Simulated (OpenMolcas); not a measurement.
**Os6+ in a point-charge field**

Os6+ among 2 point charges of -2.5 e arranged as a linear pair (D∞h), 2.4 Å from the ion.
```
   0.0000    0.0000    2.4000  -2.50
   0.0000    0.0000   -2.4000  -2.50
```

```yaml
Program: OpenMolcas
Method: "SS-CASPT2, IPEA 0.25 Eh, imaginary shift 0.1 Eh (closed shells correlated: 5s 5p)"
Basis: ANO-RCC-VDZP [7s6p4d2f1g]
Scalar_Hamiltonian: DKH2, point nucleus
Active_space: 2 electrons in 5 orbitals (5d)
State_averaging: 2S+1 = 3 even, 10 roots; 2S+1 = 1 even, 15 roots
Spin-orbit_coupling: RASSI with atomic mean-field integrals over the reference wave functions
```

The lowest spin-free states (labels by Λ), above the lowest:

| State | Degeneracy | E (cm-1) | Free-ion L (%) |
| --- | --- | --- | --- |
| 3Σ | 1 | 0 | F (56) |
| 3Φ | 2 | 1690 | F (100) |
| 3Π | 2 | 4680 | F (88) |
| 3Δ | 2 | 6850 | F (100) |
| 1Σ | 1 | 8490 | D (89) |
| 1Γ | 2 | 9460 | G (100) |
| 1Π | 2 | 12820 | D (94) |
| 3Σ | 1 | 16100 | P (56) |
| 1Φ | 2 | 19230 | G (100) |
| 1Δ | 2 | 19610 | D (91) |
| 3Π | 2 | 26060 | P (88) |
| 1Δ | 2 | 27990 | G (91) |
| 1Π | 2 | 33490 | G (94) |
| 1Σ | 1 | 34660 | G (94) |
| 1Σ | 1 | 52520 | S (91) |

The lowest levels with spin-orbit coupling:

```json
{"E (cm-1)": "0", "Degeneracy": "1", "2S+1": "3 (80 %)", "g": ""}
{"E (cm-1)": "1700", "Degeneracy": "2", "2S+1": "3", "g": "0.00 0.00 2.44"}
{"E (cm-1)": "3600", "Degeneracy": "2", "2S+1": "3 (86 %)", "g": "0.00 0.00 1.61"}
{"E (cm-1)": "11130", "Degeneracy": "2", "2S+1": "3", "g": "0.00 0.00 3.30"}
{"E (cm-1)": "11910", "Degeneracy": "2", "2S+1": "3", "g": "0.00 0.00 6.24"}
{"E (cm-1)": "14130", "Degeneracy": "1", "2S+1": "3", "g": ""}
{"E (cm-1)": "14540", "Degeneracy": "2", "2S+1": "3", "g": "0.00 0.00 4.87"}
{"E (cm-1)": "16310", "Degeneracy": "2", "2S+1": "1 (51 %)", "g": "0.00 0.00 8.97"}
{"E (cm-1)": "17100", "Degeneracy": "1", "2S+1": "3 (88 %)", "g": ""}
{"E (cm-1)": "19290", "Degeneracy": "2", "2S+1": "3 (86 %)", "g": "0.00 0.00 1.31"}
{"E (cm-1)": "22480", "Degeneracy": "2", "2S+1": "3 (81 %)", "g": "0.00 0.00 4.63"}
{"E (cm-1)": "22780", "Degeneracy": "2", "2S+1": "3 (72 %)", "g": "0.00 0.00 7.30"}
{"E (cm-1)": "23710", "Degeneracy": "1", "2S+1": "3 (77 %)", "g": ""}
{"E (cm-1)": "26210", "Degeneracy": "1", "2S+1": "3 (53 %)", "g": ""}
{"E (cm-1)": "26930", "Degeneracy": "2", "2S+1": "3 (87 %)", "g": "0.00 0.00 3.09"}
{"E (cm-1)": "27080", "Degeneracy": "2", "2S+1": "3 (51 %)", "g": "0.00 0.00 9.03"}
{"E (cm-1)": "30500", "Degeneracy": "2", "2S+1": "3 (55 %)", "g": "0.00 0.00 2.46"}
{"E (cm-1)": "30770", "Degeneracy": "2", "2S+1": "1 (54 %)", "g": "0.00 0.00 4.59"}
{"E (cm-1)": "34660", "Degeneracy": "2", "2S+1": "1 (72 %)", "g": "0.00 0.00 6.47"}
{"E (cm-1)": "35420", "Degeneracy": "1", "2S+1": "3", "g": ""}
```

Powder χT (cm3 K/mol): 0 at 2 K, 0.00145 at 10 K, 0.00727 at 50 K, 0.0145 at 100 K, 0.0291 at 200 K, 0.0437 at 300 K. The effective moment at 300 K is 2.828 √(χT) = 0.59 μB.

Spin-orbit coupling mixes the spin-free states strongly: the lowest level takes only 49 % from its leading state, 3Σ. Free-ion shares, where given, are those of the reference states; single-state CASPT2 does not remix them. Point charges carry no covalency, so the field is a model and not that of real ligands. No measured value stands beside these numbers.

With an even number of electrons the g values are those of a degenerate or nearly degenerate non-Kramers pair.
